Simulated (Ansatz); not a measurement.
Species: sum formula H₄SiNO₃, charge 0, multiplicity 2. It need not be the lowest isomer of its formula. 
Structure (B3LYP-D3(BJ)/def2-TZVP (Ansatz, a first-principles code) minimum search):
SMILES: O[Si]([NH])(O)O
```xyz
9

N     -0.2823    -0.3534     1.6973
Si    -0.0112    -0.0068     0.0106
O      1.5765    -0.2409    -0.3269
O     -0.3429     1.5570    -0.3414
O     -1.0030    -0.9763    -0.8524
H     -1.2705    -0.4211     1.9495
H      2.0559    -0.8699     0.2182
H      0.3724     2.1891    -0.2299
H     -0.8695    -1.0473    -1.8013
```
Charge 0, spin multiplicity 2.

Parts of the frozen-core correlation energy in cc-pV(T+d)Z (Ansatz, hartree). Frozen orbitals: 9; correlated occupied orbitals by spin: 16 and 15; virtual: 190 and 191. UHF or UKS for open shells. Spin-orbit coupling is left out. Non-relativistic.

```csv
term,value
reference (HF),-570.59021
MP2 opposite-spin,-0.74928
MP2 same-spin,-0.25494
CCSD correlation,-1.02619
(T),-0.03599
T1 diagnostic,0.012
largest doubles amplitude,0.011
<S^2> of the reference,0.758
```
